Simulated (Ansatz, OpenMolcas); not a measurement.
**The same job for Ansatz**

This OpenMolcas 26.06 job computes AlI (iodoaluminum):

calc.input:
```
* AlI Kohn-Sham DFT

&GATEWAY
 BASLIB=$CurrDir
 BASISSET
 Al.def2-TZVPPD....
 Al1 0.000000 0.000000 -3.044498 angstrom
 End of Basis
 BASISSET
 I.def2-TZVPPD....
 I2 0.000000 0.000000 2.537102 angstrom
 End of Basis

&SEWARD
 GRIDINPUT
 Grid=UltraFine
 End of Grid

&SCF
 KSDFT=revPBE
 THRESHOLDS=1e-10 1e-07 1e-07 1e-05
 PRORBITALS=0
```

```bash
$ export MOLCAS_MEM=1860
$ pymolcas calc.input > calc.log
```

(Basis files named in the input come from the Basis Set Exchange and aren't shown.)

The Al1–I2 distance was set to 5.582 Å, away from the relaxed value.

A bond is far stretched, where a restricted reference may be unsound.

It gives a total energy of -540.066533 Eh.

Translate the job to Ansatz 0.2.0 as an input file of the program's own.

For example:

in.yaml:
```yaml
basis:
  gaussian: {orbitals: def2-TZVPPD.json}
crystal:
  periodic: [false, false, false]
  atoms:
    - symbol: Al
      position_ang: [0.000000, 0.000000, -3.044498]
    - symbol: I
      position_ang: [0.000000, 0.000000, 2.537102]
hamiltonian: {xc: {name: revPBE}}
accuracy: high
output: {orbitals: {seedname: orbitals}}
```

```bash
$ ansatz run in.yaml --threads 1 --pin off --max-ram 3480MiB --events-out events.jsonl --progress --plain --runs-dir runs
```

(Basis files named in the input come from the Basis Set Exchange and aren't shown.)

Its energy is -540.066531 Eh, 0.002 mEh from the first.
